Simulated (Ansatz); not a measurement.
Species: CF3, net charge -1, singlet state. 
Geometry from a B3LYP-D3(BJ)/def2-TZVP (Ansatz, a first-principles code) optimisation:
```xyz
4

C     -0.0075    -0.0010     0.5549
F      1.0580    -0.7018    -0.1103
F      0.0815     1.2661    -0.1199
F     -1.1344    -0.5636    -0.1398
```
Charge -1, spin multiplicity 1.

Basis-set convergence of Hartree-Fock and CCSD correlation energies (hartree) with Ansatz. Correlated levels leave the core frozen unless marked. No spin-orbit coupling. Non-relativistic. This anion needs diffuse functions, which these sets lack.

| basis | functions | E(HF) | E(corr, CCSD) |
|---|---|---|---|
| cc-pVDZ | - | -336.14238 | -0.70096 |
| cc-pVTZ | 120 | -336.26104 | -0.92321 |
| cc-pVQZ | 220 | ? | ? |

### Question
What belongs in the gaps?

### Answer

- cc-pVQZ, E(HF): -336.29265
- cc-pVQZ, E(corr, CCSD): -1.00292
